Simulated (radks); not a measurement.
Species: the tungsten ion W4+. Configuration: [Xe] 4f14 5d2 (the NIST ground configuration).

All-electron calculation, scalar-relativistic Kohn-Sham, TASK exchange with Perdew-Wang LDA correlation, spin-polarised, spherical densities, finite nucleus; open shells are filled with parallel spins first (spin-orbit coupling, left out, can overturn this in heavy ions); meta-GGA in the generalised Kohn-Sham scheme; Fermi nuclear charge, rms radius 5.3658 fm. Program: a radial shooting solver on a logarithmic mesh with Libxc functionals.

Energy parts (eV):
| part | energy |
|---|---|
| total | -439097.19 |
| kinetic | 483638.41 |
| electron-nucleus | -1082650.22 |
| Hartree | 168607.19 |
| exchange-correlation | -8692.57 |

Orbitals (lengths in bohr, moments of r in powers of bohr; r(max) is where P^2 peaks; r(90%) holds 90 % of the orbital's charge):
orbital  occ.  eigenvalue (eV)       <r^4>  r(90%)   r(max)
1s down     1        -69611.60   5.836e-07  0.0334  0.01146
1s up       1        -69611.58   5.836e-07  0.0334  0.01146
2s up       1        -12084.86  0.00008786   0.120  0.06570
2s down     1        -12084.68  0.00008786   0.120  0.06570
2p up       3        -10575.21  0.00006899   0.113  0.05389
2p down     3        -10575.06  0.00006899   0.113  0.05389
3s up       1        -2827.942    0.003233   0.295   0.1853
3s down     1        -2827.909    0.003232   0.295   0.1853
3p up       3        -2379.323    0.003479   0.301   0.1834
3p down     3        -2379.284    0.003478   0.301   0.1834
3d up       5        -1861.118    0.002691   0.283   0.1494
3d down     5        -1861.010    0.002691   0.283   0.1494
4s up       1        -624.2476     0.07640   0.647   0.4212
4s down     1        -624.1553     0.07643   0.647   0.4212
4p up       3        -476.2717      0.1018   0.696   0.4416
4p down     3        -476.1933      0.1018   0.696   0.4417
4d up       5        -287.5222      0.1501   0.768   0.4526
4d down     5        -287.4124      0.1498   0.768   0.4527
5s up       1        -126.6147       2.392    1.53   0.9644
5s down     1        -125.4216       2.303    1.52   0.9608
5p up       3         -88.9578       4.289    1.78    1.088
5p down     3         -86.9543       4.021    1.75    1.080
4f up       7         -77.5172      0.4896    1.00   0.4293
4f down     7         -77.1599      0.4584   0.991   0.4291
5d up       2         -43.9922       14.10    2.40    1.379

The highest occupied level is 5d up at -43.992 eV. The density falls to 0.001 e/bohr^3 at r = 3.08 bohr.

Empty levels of this run are not shown, since the potential may be unsettled where no density lies.
